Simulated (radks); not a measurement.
The numbers below are computed, except where a source is named.
Fractional charge and spin in the 3s shell of aluminium: the spin-up occupation runs from 0 to 1 and the spin-down occupation from 0 to 1; the fullest corner is Al, [Ne] 3p(up 0.5, down 0.5) 3s(up 1, down 1). Level of theory: non-relativistic Kohn-Sham, PBEsol, spin-polarised, spherical densities, point nucleus (a radial shooting solver on a logarithmic mesh with Libxc functionals). Energy (eV) minus the two flat planes that join the four corners (they meet along the diagonal where the two added fractions sum to one electron); zero is where a piecewise linear energy would lie.

down \ up       0    0.25     0.5    0.75       1
0           0.000  -0.768  -1.025  -0.768   0.000
0.25       -0.768  -0.927  -0.587   0.252  -0.669
0.5        -1.025  -0.587   0.336  -0.512  -0.885
0.75       -0.768   0.252  -0.512  -0.813  -0.658
1           0.000  -0.669  -0.885  -0.658   0.000

Corners above the fullest one (they belong to Al+ and the next ion): (up 1, down 0) 11.163 eV, (up 0, down 1) 11.163 eV, (up 0, down 0) 31.346 eV. With half an added electron in each spin the energy lies 0.336 eV from the planes, and with half an added electron in spin up alone -1.025 eV. The planes are only a guide here: the flat-plane condition holds for ground states with one frontier orbital, while this shell lies below other occupied shells, so the corners above the fullest one are inner-hole states and not the ground states of those ions.
